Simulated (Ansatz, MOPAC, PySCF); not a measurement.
Molecule: hydrogen telluride, H₂Te, net charge 0, singlet state. SMILES: [TeH2]
Structure (B3LYP-D3(BJ)/def2-TZVP (Ansatz, a program for electronic structure) minimum search):
```
Te
H 1 1.6612
H 1 1.6612 2 90.43
```
Charge 0, spin multiplicity 1.

Wanted: size of the dipole moment, in D. Conventions: STO-3G and 3-21G all-electron and non-relativistic; 6-31G* and kin with 6d, 5d where marked; def2 sets with scalar-relativistic core potentials past Kr; LANL2DZ with its own core potentials from Na on; dispersion terms only where a functional's name holds one; spin-orbit terms left out. Ab initio and DFT rows: single points at B3LYP-D3(BJ) geometries (Ansatz). Semi-empirical rows: dipoles at the shared geometry.

```json
[
 {"level": "PM3", "program": "MOPAC", "size of the dipole moment (D)": "0.34"},
 {"level": "MNDO", "program": "MOPAC", "size of the dipole moment (D)": "0.97"},
 {"level": "PBE/3-21G", "program": "Ansatz", "size of the dipole moment (D)": "0.91"},
 {"level": "PBE/def2-SVP", "program": "Ansatz", "size of the dipole moment (D)": "0.32"},
 {"level": "PBE/6-31G* with LANL2DZ past Ar", "program": "Ansatz", "size of the dipole moment (D)": "0.60"},
 {"level": "BLYP/6-31G* with LANL2DZ past Ar", "program": "Ansatz", "size of the dipole moment (D)": "0.47"},
 {"level": "BP86/def2-SVP", "program": "PySCF", "size of the dipole moment (D)": "0.32"},
 {"level": "B3LYP/STO-3G", "program": "Ansatz", "size of the dipole moment (D)": "1.43"},
 {"level": "B3LYP/6-31G* with LANL2DZ past Ar", "program": "Ansatz", "size of the dipole moment (D)": "0.45"}
]
```

No value to compare with is used here. The 9 habitual levels span 0.32 (PBE/def2-SVP) to 1.43 D (B3LYP/STO-3G).

The levels are drawn from those run, B3LYP/6-31G* more often than the rest, none by its result; runs whose electronic state is in doubt are left out.
